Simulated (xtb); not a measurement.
Cl2FHOSn, SMILES [OH][Sn]([F])([Cl])[Cl]. All values are semi-empirical tight-binding results from xtb (GFN2-xTB unless named), good for trends rather than for accurate numbers. Geometry: GFN2-xTB. The structure was generated by enumeration; whether it is a known compound was not checked. One conformer was computed; it need not be the lowest.

For metal compounds this method's bond lengths and energies can be far off.

Computed properties:
```
Quantity                                       Result
-------------------------------------  --------------
point group as xtb finds it                        Cs
orbital gap                                   3.28 eV
zero-point energy                        9.4 kcal/mol
G − E(el) at 298.15 K (modified RRHO)  -12.9 kcal/mol
```
